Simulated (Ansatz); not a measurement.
CdMe(SiH3) (CH₆CdSi). Charge 0, multiplicity 1. Geometry r2SCAN-D4/def2-TZVP, basis def2-TZVP, Ansatz.

```csv
run,HOMO (eV),LUMO (eV)
A,-6.39,-1.16
B,-6.91,-0.67
C,-6.57,-1.06
D,-9.30,1.05
E,-5.79,-1.49
F,-5.98,-1.25
```

In the def2 sets Cd takes a core potential; there is no spin–orbit coupling. LC-ωPBE has ω = 0.4 bohr⁻¹. B3LYP takes the VWN-RPA correlation. HSE06 is defined as in plane-wave codes, on full-range PBE exchange.

Q: The runs used B3LYP, HSE06, LC-ωPBE, PBE, r2SCAN, r2SCAN0. Estimate which is which.

A: A HSE06 (range-separated); B r2SCAN0 (25 % exact exchange); C B3LYP (20 % exact exchange); D LC-ωPBE (range-separated); E PBE (0 % exact exchange); F r2SCAN (0 % exact exchange). Exact exchange lowers occupied and raises empty levels; among semilocal functionals meta-GGAs tend to open the gap a little, and such runs are hard to tell apart. The gap grows from 4.30 eV (PBE) to 10.36 eV (LC-ωPBE).
